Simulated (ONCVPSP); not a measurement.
C: one change to an ONCV potential, before and after

| Quantity | Value |
| --- | --- |
| Element | C (Z = 6) |
| Generator | ONCVPSP 4.0.1 |
| Type | optimised norm-conserving Vanderbilt (ONCV) |
| Functional | PBE |
| Relativity | scalar-relativistic |
| Frozen core | [He] |
| Valence charge | 4 |
| Reference configuration | 2s2 2p2 |
| Partial waves | 2s: rc 1.10 bohr, ncon 3, nbas 7, qcut 6.6 1/bohr, 2 projectors, debl 0.3 Ha; 2p: rc 3.20 bohr, ncon 3, nbas 6, qcut 5.1 1/bohr, 3 projectors, debl 2 Ha; d scattering state at 0.13 Ha: rc 3.30 bohr, ncon 4, nbas 9, qcut 2.6 1/bohr, 2 projectors, debl 0.3 Ha |
| Local potential | polynomial inside 1.05 bohr (lpopt 5, dvloc0 6 Ha) |
| Core correction | Teter function, fcfact 3.25, rcfact 1.45 |

In the s channel the program set the typed energies aside and used -0.505, 0.250 Ha.

Change: s: qcut 9.3; p: qcut 7.2; d: qcut 3.7.

Cutoffs: the cutoffs (Ha) at which the residual kinetic energy of the hardest occupied pseudo-wave falls to 1 and 0.1 mHa per electron; they do not see the model core or the augmentation charge, which bear on the density cutoff. Errors are all-electron minus pseudo energies relative to the spin-unpolarised reference configuration.

**Question.** Predict the effect on cutoff, ghosts and configuration errors.

**Answer.** The potential gets neither clearly harder nor softer (18 Ha and 34 Ha → 23 Ha and 30 Ha); of the 4 tests that both files solve, the error grows in 0 and shrinks in 1 by more than 15 % and 0.3 meV (median size 831.7 → 714.7 meV); the range in which the p phases agree widens (upper end 0.3 → at the end of the scan); neither file shows a bound ghost.

| quantity | base | changed |
| --- | --- | --- |
| cutoff, loose | 18 Ha | 23 Ha |
| cutoff, tight | 34 Ha | 30 Ha |
| loose cutoff by channel | s 18 Ha, p 7.0 Ha | s 23 Ha, p 7.6 Ha |
| bound ghosts | none | none |
| GHOST(+) flags under 300 eV | none | none |
| error for 2s2 2p1, meV [ΔE 10.86 eV] | +205 | +175 |
| error for 2s2 2p0, meV [ΔE 35.02 eV] | +1459 | +1254 |
| error for 2s1 2p0, meV [ΔE 83.21 eV] | +2776 | +2411 |
| error for 2s0 2p4, meV [ΔE 16.98 eV] | -194 | -150 |
| s: phases at 1.12 bohr within 0.05 rad from the reference energy up to (Ha; the scan ends near 5) | to the end of the scan | to the end of the scan |
| p: phases at 3.24 bohr within 0.05 rad from the reference energy up to (Ha; the scan ends near 5) | 0.3 | to the end of the scan |
| d: phases at 3.36 bohr within 0.05 rad from the reference energy up to (Ha; the scan ends near 5) | 1.2 | 1.5 |
| rms error of d²Exc/dni dnj with the model core, mHa | 0.56 | 0.62 |
